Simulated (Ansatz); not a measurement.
Molecule: C2H7O2Si, net charge 0, doublet state. It need not be the lowest isomer of its formula. 
Geometry from a B3LYP-D3(BJ)/def2-TZVP (Ansatz, a first-principles code) optimisation:
```xyz
12

Si     0.0313     0.0110     0.0104
C      1.6093    -0.9272    -0.0773
C     -1.4089    -0.8664    -0.7758
O     -0.4498     0.2485     1.5773
O      0.3764     1.4411    -0.7465
H      1.7335    -1.9028     0.3803
H      2.4817    -0.5590    -0.6051
H     -1.2326    -1.0329    -1.8397
H     -2.3256    -0.2814    -0.6669
H     -1.5780    -1.8352    -0.3016
H      0.1993     0.6169     2.1826
H     -0.3312     2.0859    -0.8229
```
Charge 0, spin multiplicity 2.

Wanted: atomisation energy (electronic, to ground-state atoms), in kcal/mol. Correlated levels leave the core frozen unless marked. UHF or UKS for open shells. No spin-orbit coupling. Non-relativistic. The coupled-cluster limit lacks core correlation, which all-electron functionals hold. CBS marks a two-point X^-3 extrapolation of the correlation energy; Hartree-Fock from the larger set. [CCSD(T)-MP2]/basis is that difference in the basis named.

```tsv
level	program	atomisation energy (kcal/mol)	minus last row
HF/cc-pV(Q+d)Z	Ansatz	824.4	-290.3
revPBE-D4/def2-TZVPD	Ansatz + dftd4	1096.8	-17.9
PBE0-D3(BJ)/def2-TZVPD	Ansatz + dftd3	1106.0	-8.7
SCS-MP2/6-31G*	Ansatz	1001.2	-113.5
SCS-MP2/cc-pV(D+d)Z	Ansatz	1021.4	-93.3
CCSD(T)/STO-3G	Ansatz	1029.6	-85.1
RI-MP2/CBS(cc-pV(T+d)Z,cc-pV(Q+d)Z)+[CCSD(T)-MP2]/cc-pV(T+d)Z	Ansatz	1114.7	0.0
```
